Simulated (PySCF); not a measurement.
## Calculated data, H$_{9}$NSi$_{3}$, CH$_{7}$NSi$_{2}$, H$_{5}$N$_{2}$Si, H$_{4}$NOSi and others

All values are calculated (PySCF 2.14.0). Calculation on a computer-drawn molecule: the log of a Hartree-Fock and frozen-core CCSD(T) single point meant for a local Hartree-Fock minimum, with one planted fault or none, to be diagnosed. Offsets are logged minus clean, where the clean run is the same molecule without the fault. The reference is restricted for singlets and unrestricted otherwise, and also for a bond in bohr or an excited solution. Adding or removing an electron swaps singlet and doublet. The excited solution moves the top pair (singlet) or top alpha electron (doublet) to the lowest empty orbital. Highest occupied and lowest empty are orbital energies over both spins, largest force is the largest gradient component, triples share is (T) over the correlation energy, the T1 limit is 0.02 restricted and 0.045 unrestricted, electrons count all cores, a negative frequency is imaginary (commonest isotopes), and the dipole is about the centre of nuclear charge.

Common to all runs: meant charge 0; meant basis cc-pV(D+d)Z; logged SCF converged yes; logged CC converged yes; logged SCF stable within its kind yes; possible faults no fault, one electron removed, one electron added, multiplicity raised by two, geometry at a saddle point, SCF held on an excited solution, minimal basis STO-3G, one bond length entered in bohr, all coordinates scaled.

(1) H$_{9}$NSi$_{3}$

Logged structure:
```xyz
13
H9NSi3
N     -0.8752     0.0504    -3.9603
Si    -1.6120     0.6127    -2.4882
Si    -3.7867    -0.3148    -2.3520
Si    -0.3713     0.1409    -0.5155
H     -0.0092     0.4712    -4.2465
H     -0.8297    -0.9397    -4.1206
H     -1.7237     2.0907    -2.5887
H     -4.6379     0.1657    -3.4672
H     -4.4272     0.0577    -1.0661
H     -3.7138    -1.7971    -2.4223
H     -1.0322     0.7133     0.6848
H      0.9999     0.7068    -0.6102
H     -0.2445    -1.3270    -0.3186
```

| Item | Value |
| --- | --- |
| meant multiplicity | 1 |
| logged electrons | 58 |
| logged basis functions | 128 |
| logged spin squared | 2.0232 |
| logged highest occupied | -3.4075 eV |
| logged lowest empty | -0.64665 eV |
| logged largest force | 0.072933 hartree/bohr |
| logged T1 diagnostic | 0.055445 |
| logged D1 diagnostic | 0.3807 |
| logged triples share | 0.033641 |
| logged dipole magnitude | 4.0212 debye |
| logged energy HF | -926.31953 hartree |
| logged energy CCSD(T) | -926.89673 hartree |
| planted fault | multiplicity raised by two |
| HF energy offset from clean run | 122.2 kcal/mol |
| CCSD(T) energy offset from clean run | 118.4 kcal/mol |

Drawn bonds:
```tsv
atom	other atom	order
1	2	1
2	3	1
2	4	1
1	5	1
1	6	1
2	7	1
3	8	1
3	9	1
3	10	1
4	11	1
4	12	1
4	13	1
```

Notes: T1 above single-reference limit.

(2) CH$_{7}$NSi$_{2}$

Logged structure:
```xyz
11
CH7NSi2
N     -2.0444    -1.5401    -1.4604
Si    -0.9440    -1.4072    -0.1924
C      0.3009    -0.2735    -0.0220
Si     1.4423    -0.2333     1.4191
H     -2.7579    -2.2404    -1.4935
H     -2.0561    -0.9331    -2.2561
H     -1.2313    -2.4619     0.7879
H      0.4410     0.4741    -0.8003
H      1.3262     2.1872     2.8449
H      1.0902    -1.3268     2.3647
H      2.8685    -0.4149     1.0363
```

| Property | Result |
| --- | --- |
| meant multiplicity | 1 |
| logged electrons | 48 |
| logged basis functions | 109 |
| logged spin squared | 0.7948 |
| logged highest occupied | -7.2285 eV |
| logged lowest empty | 2.2796 eV |
| logged largest force | 0.010992 hartree/bohr |
| logged T1 diagnostic | 0.045795 |
| logged D1 diagnostic | 0.22786 |
| logged triples share | 0.035653 |
| logged dipole magnitude | 5.2282 debye |
| logged energy HF | -674.14331 hartree |
| logged energy CCSD(T) | -674.71375 hartree |
| planted fault | one bond length entered in bohr, row 8 of the drawn bonds |
| HF energy offset from clean run | 69.26 kcal/mol |
| CCSD(T) energy offset from clean run | 74.09 kcal/mol |

Drawn bonds:
```tsv
atom	other atom	order
1	2	1
2	3	2
3	4	1
1	5	1
1	6	1
2	7	1
3	8	1
4	9	1
4	10	1
4	11	1
```

Notes: T1 above single-reference limit.

(3) H$_{5}$N$_{2}$Si

Logged structure:
```xyz
8
H5N2Si
N     -1.9018    -1.7828    -0.1197
Si    -0.9404    -1.0286    -1.2008
N      0.1851    -0.2214    -0.3364
H     -2.2915    -1.2835     0.5916
H     -2.4853    -2.4750    -0.4065
H     -1.5466    -0.0423    -2.0176
H      0.6770     0.4760    -0.7558
H      0.7405    -0.7023     0.2675
```

| Item | Value |
| --- | --- |
| meant multiplicity | 2 |
| logged electrons | 33 |
| logged basis functions | 76 |
| logged spin squared | 0.7537 |
| logged highest occupied | -7.5124 eV |
| logged lowest empty | 3.0997 eV |
| logged largest force | 0.05156 hartree/bohr |
| logged T1 diagnostic | 0.0125 |
| logged D1 diagnostic | 0.053064 |
| logged triples share | 0.022577 |
| logged dipole magnitude | 0.84077 debye |
| logged energy HF | -400.73983 hartree |
| logged energy CCSD(T) | -401.20464 hartree |
| planted fault | all coordinates scaled, by -5.2 % |
| HF energy offset from clean run | 14.97 kcal/mol |
| CCSD(T) energy offset from clean run | 20.45 kcal/mol |

Drawn bonds:
```tsv
atom	other atom	order
1	2	1
2	3	1
1	4	1
1	5	1
2	6	1
3	7	1
3	8	1
```

(4) H$_{4}$NOSi

Logged structure:
```xyz
7
H4NOSi
N      0.3167     2.1973    -0.7690
Si    -1.1915     1.4571    -0.3851
O     -1.1760    -0.1146    -0.8975
H      1.1588     1.8626    -0.3372
H      0.3492     3.1971    -0.8529
H     -2.2210     2.2731    -1.0854
H     -0.8211    -0.2871    -1.7589
```

| Property | Result |
| --- | --- |
| meant multiplicity | 2 |
| logged electrons | 33 |
| logged basis functions | 71 |
| logged spin squared | 3.7589 |
| logged highest occupied | -2.7263 eV |
| logged lowest empty | -0.69326 eV |
| logged largest force | 0.075651 hartree/bohr |
| logged T1 diagnostic | 0.019753 |
| logged D1 diagnostic | 0.074698 |
| logged triples share | 0.023212 |
| logged dipole magnitude | 1.3768 debye |
| logged energy HF | -420.36809 hartree |
| logged energy CCSD(T) | -420.82407 hartree |
| planted fault | multiplicity raised by two |
| HF energy offset from clean run | 152.7 kcal/mol |
| CCSD(T) energy offset from clean run | 167.7 kcal/mol |

Drawn bonds:
```tsv
atom	other atom	order
1	2	1
2	3	1
1	4	1
1	5	1
2	6	1
3	7	1
```

(5) AlH$_{4}$N$_{2}$Si

Logged structure:
```xyz
8
AlH4N2Si
N      0.0221     0.3766     1.3226
Si    -0.1756     0.5748    -0.4252
N     -0.4838    -0.6045    -1.5350
Al    -0.9371    -1.8293    -2.8377
H     -0.0433    -0.5600     1.8115
H      0.2296     1.1793     1.9797
H      0.0014     2.0905    -0.7199
H      0.2790    -2.6725    -3.6648
```

| Quantity | Value |
| --- | --- |
| meant multiplicity | 2 |
| logged electrons | 45 |
| logged basis functions | 94 |
| logged spin squared | 0.7597 |
| logged highest occupied | -7.3196 eV |
| logged lowest empty | 1.6829 eV |
| logged largest force | 0.042051 hartree/bohr |
| logged T1 diagnostic | 0.020859 |
| logged D1 diagnostic | 0.067655 |
| logged triples share | 0.035507 |
| logged dipole magnitude | 4.4369 debye |
| logged energy HF | -642.07903 hartree |
| logged energy CCSD(T) | -642.61513 hartree |
| planted fault | all coordinates scaled, by +5.7 % |
| HF energy offset from clean run | 16.98 kcal/mol |
| CCSD(T) energy offset from clean run | 7.535 kcal/mol |

Drawn bonds:
```tsv
atom	other atom	order
1	2	1
2	3	1
3	4	2
1	5	1
1	6	1
2	7	1
4	8	1
```

(6) AlH$_{4}$N$_{2}$Si

Logged structure:
```xyz
8
AlH4N2Si
N      0.0209     0.3563     1.2512
Si    -0.1661     0.5438    -0.4022
N     -0.4578    -0.5719    -1.4522
Al    -0.8865    -1.7306    -2.6846
H     -0.0409    -0.5298     1.7138
H      0.2172     1.1157     1.8730
H      0.0013     1.9778    -0.6811
H      0.2639    -2.5284    -3.4672
```

| Quantity | Value |
| --- | --- |
| meant multiplicity | 2 |
| logged electrons | 44 |
| logged basis functions | 94 |
| logged spin squared | 0 |
| logged highest occupied | -15.084 eV |
| logged lowest empty | -5.595 eV |
| logged largest force | 0.056722 hartree/bohr |
| logged T1 diagnostic | 0.021619 |
| logged D1 diagnostic | 0.063717 |
| logged triples share | 0.032774 |
| logged dipole magnitude | 5.1202 debye |
| logged energy HF | -641.87359 hartree |
| logged energy CCSD(T) | -642.3925 hartree |
| planted fault | one electron removed |
| HF energy offset from clean run | 145.9 kcal/mol |
| CCSD(T) energy offset from clean run | 147.2 kcal/mol |

Drawn bonds:
```tsv
atom	other atom	order
1	2	1
2	3	1
3	4	2
1	5	1
1	6	1
2	7	1
4	8	1
```

Notes: T1 above single-reference limit.

(7) H$_{4}$NOSi$_{2}$

Logged structure:
```xyz
8
H4NOSi2
N     -1.3819     0.1709    -0.1821
Si    -0.3926     0.5094     1.0712
Si     1.7012     0.9575     0.4685
O      2.0650     1.4305    -0.8440
H     -1.3661     0.6813    -0.9949
H     -2.1769    -0.3585    -0.0954
H     -0.5322    -0.4963     2.0625
H      2.6046     0.9336     1.5648
```

| Quantity | Value |
| --- | --- |
| meant multiplicity | 2 |
| logged electrons | 47 |
| logged basis functions | 94 |
| logged spin squared | 0.7757 |
| logged highest occupied | -8.0384 eV |
| logged lowest empty | 0.88338 eV |
| logged largest force | 0.08718 hartree/bohr |
| logged T1 diagnostic | 0.021564 |
| logged D1 diagnostic | 0.076992 |
| logged triples share | 0.028876 |
| logged dipole magnitude | 4.6029 debye |
| logged energy HF | -709.48049 hartree |
| logged energy CCSD(T) | -710.05706 hartree |
| planted fault | all coordinates scaled, by -4.2 % |
| HF energy offset from clean run | 11.18 kcal/mol |
| CCSD(T) energy offset from clean run | 17.35 kcal/mol |

Drawn bonds:
```tsv
atom	other atom	order
1	2	1
2	3	1
3	4	2
1	5	1
1	6	1
2	7	1
3	8	1
```

(8) H$_{4}$NOSi$_{2}$

Logged structure:
```xyz
8
H4NOSi2
N     -1.4425     0.1784    -0.1900
Si    -0.4098     0.5317     1.1182
Si     1.7758     0.9995     0.4891
O      2.1555     1.4932    -0.8810
H     -1.4260     0.7112    -1.0385
H     -2.2723    -0.3742    -0.0996
H     -0.5555    -0.5180     2.1530
H      2.7188     0.9745     1.6334
```

| Item | Value |
| --- | --- |
| meant multiplicity | 2 |
| logged electrons | 47 |
| logged basis functions | 32 |
| logged spin squared | 1.231 |
| logged highest occupied | -4.5578 eV |
| logged lowest empty | 6.7299 eV |
| logged largest force | 0.13556 hartree/bohr |
| logged T1 diagnostic | 0.061075 |
| logged D1 diagnostic | 0.29402 |
| logged triples share | 0.024872 |
| logged dipole magnitude | 1.8031 debye |
| logged energy HF | -701.02244 hartree |
| logged energy CCSD(T) | -701.23402 hartree |
| planted fault | ? |

Drawn bonds:
```tsv
atom	other atom	order
1	2	1
2	3	1
3	4	2
1	5	1
1	6	1
2	7	1
3	8	1
```

Notes: T1 above single-reference limit.

(9) H$_{4}$NOSi$_{2}$

Structure as in entry 8.

| Item | Value |
| --- | --- |
| meant multiplicity | 2 |
| logged electrons | 48 |
| logged basis functions | 94 |
| logged spin squared | 0 |
| logged highest occupied | -0.80009 eV |
| logged lowest empty | 7.3528 eV |
| logged largest force | 0.041666 hartree/bohr |
| logged T1 diagnostic | 0.020292 |
| logged D1 diagnostic | 0.073078 |
| logged triples share | 0.032285 |
| logged dipole magnitude | 2.9512 debye |
| logged energy HF | -709.49557 hartree |
| logged energy CCSD(T) | -710.10883 hartree |
| planted fault | ? |

Drawn bonds:
```tsv
atom	other atom	order
1	2	1
2	3	1
3	4	2
1	5	1
1	6	1
2	7	1
3	8	1
```

Notes: T1 above single-reference limit.

(10) ClH$_{2}$NOSi

Logged structure:
```xyz
6
ClH2NOSi
N     -3.1516    -0.5538    -2.3081
Si    -2.5002    -0.2289    -0.8186
O     -2.2891    -1.1776     0.3109
Cl    -2.0198     1.7391    -0.7807
H     -3.4629    -1.4746    -2.5514
H     -3.2720     0.1238    -3.0340
```

| Quantity | Value |
| --- | --- |
| meant multiplicity | 1 |
| logged electrons | 47 |
| logged basis functions | 84 |
| logged spin squared | 0.7557 |
| logged highest occupied | -18.318 eV |
| logged lowest empty | -6.8462 eV |
| logged largest force | 0.14781 hartree/bohr |
| logged T1 diagnostic | 0.019517 |
| logged D1 diagnostic | 0.098645 |
| logged triples share | 0.025678 |
| logged dipole magnitude | 3.4723 debye |
| logged energy HF | -878.68334 hartree |
| logged energy CCSD(T) | -879.25411 hartree |
| planted fault | ? |

Drawn bonds:
```tsv
atom	other atom	order
1	2	1
2	3	2
2	4	1
1	5	1
1	6	1
```

## Withheld values
1. Which fault was planted in the run of H$_{4}$NOSi$_{2}$ (entry 8)?
2. Which fault was planted in the run of H$_{4}$NOSi$_{2}$ (entry 9)?
3. ClH$_{2}$NOSi (entry 10): planted fault?

## Answers
1. minimal basis STO-3G
2. one electron added
3. one electron removed

Further results for H$_{4}$NOSi$_{2}$ (entry 8):

| Quantity | Value |
| --- | --- |
| HF energy offset from clean run | 5319 kcal/mol |
| CCSD(T) energy offset from clean run | 5554 kcal/mol |

Further results for H$_{4}$NOSi$_{2}$ (entry 9):

| Quantity | Value |
| --- | --- |
| HF energy offset from clean run | 1.716 kcal/mol |
| CCSD(T) energy offset from clean run | -15.14 kcal/mol |

Further results for ClH$_{2}$NOSi (entry 10):

| Property | Result |
| --- | --- |
| HF energy offset from clean run | 209.6 kcal/mol |
| CCSD(T) energy offset from clean run | 241.3 kcal/mol |
